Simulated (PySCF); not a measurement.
A calculated (M06-2X, PySCF 2.14, x2c-TZVPall, the spin-free X2C one-electron Hamiltonian (Gaussian nucleus)) atom or ion has these occupied shells.

```
shell  electrons  orbital energy (eV)  rms radius, mean of both spins (bohr)
 1s α          1             -15185.8                                 0.0464
 1s β          1             -15185.4                                 0.0464
 2s α          1              -2089.4                                  0.193
 2s β          1              -2089.2                                  0.193
 2p α          3              -1859.0                                  0.171
 2p β          3              -1858.6                                  0.171
 3s α          1              -352.06                                  0.546
 3s β          1              -351.61                                  0.546
 3p α          3              -277.46                                  0.558
 3p β          3              -276.85                                  0.558
 3d α          5              -151.68                                  0.575
 3d β          5              -151.31                                  0.575
 4s α          1              -70.598                                   1.50
 4s β          1              -65.577                                   1.50
 4p α          3              -51.263                                   1.69
 4p β          1              -48.904                                   1.69
```

Name the element and its charge.

Rb(3+) (rubidium, charge +3), in [Ar] 3d10 4s2 4p4, high-spin 3P determinant.
